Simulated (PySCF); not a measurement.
`NB(N)F`. Theory: PySCF, PBE0-D3(BJ)/def2-SVP geometry optimisation, gas phase.

```
atom  x, y, z in Å
N1     1.1188   -0.3136   -0.5322
B2     0.0174    0.4362   -0.0639
N3    -1.1148   -0.1140    0.5760
F4     0.0508    1.7745   -0.2406
H5     1.8993    0.1360   -0.9875
H6     1.2008   -1.3154   -0.4559
H7    -1.2458   -1.0967    0.7587
H8    -1.8738    0.4731    0.8891
```

(1) What is the longest distance between nuclei?

(2) How far are the heavy atoms from their best plane (unweighted least squares)?

(3) How far apart are these pairs, which share no bond: N1···N3, N3···H5, F4···H5, H5···H6?

(4) What are the angles H5–N1–H6, B2–N1–H5, B2–N1–H6, N1–B2–N3, H7–N3–H8, B2–N3–H8?

(5) Give the dihedral angles F4–B2–N3–H8, N1–B2–N3–H7, H5–N1–B2–F4, H6–N1–B2–F4.

(6) What is the repulsion energy of the bare nuclei, Σ ZA·ZB/RAB?

(7) Where is the centre of mass (commonest isotopes), and what is the radius of gyration?

(8) Write the matrix of distances between heavy atoms (Å, lower triangle).

Answers

(1) H5···H8, 4.23 Å; the next longest distance is 3.80 Å.

(2) 0.000 Å rms; none is more than 0.001 Å off.

(3) N1···N3 2.501 Å (2 bonds apart); N3···H5 3.405 Å (3 bonds apart); F4···H5 2.581 Å (3 bonds apart); H5···H6 1.696 Å (2 bonds apart).

(4) From the scalar product of the two bond vectors; for H5–N1–H6 it is -0.4211 Å² over 1.0093 × 1.0080 Å², cos θ = -0.4140. H5–N1–H6 114.5°; B2–N1–H5 121.1°; B2–N1–H6 124.5°; N1–B2–N3 124.7°; H7–N3–H8 114.4°; B2–N3–H8 121.1°.

(5) F4–B2–N3–H8 0° (synperiplanar); N1–B2–N3–H7 0° (synperiplanar); H5–N1–B2–F4 0° (synperiplanar); H6–N1–B2–F4 180° (antiperiplanar). Dihedral signs follow IUPAC: positive where, seen along the central bond, the front bond turns clockwise onto the rear one.

(6) 114.69 Eh over 28 pairs, with full nuclear charges and distances in bohr; the largest single term is 17.63 Eh (B2 with F4).

(7) Mass 62.045 u; centre at (0.019, 0.495, -0.072) Å; Rg = √(Σ m r²/M) = 1.323 Å. As Ia + Ib + Ic = 2 Σ m r², the three principal moments sum to 217.3 u·Å².

(8) 
```
N1    0.000
B2    1.412  0.000
N3    2.501  1.412  0.000
F4    2.363  1.350  2.365  0.000
```

The point group is C2v within 0.08 Å; differences among equivalent distances and angles are scatter left by the optimiser. Stationary, but not proved a minimum.
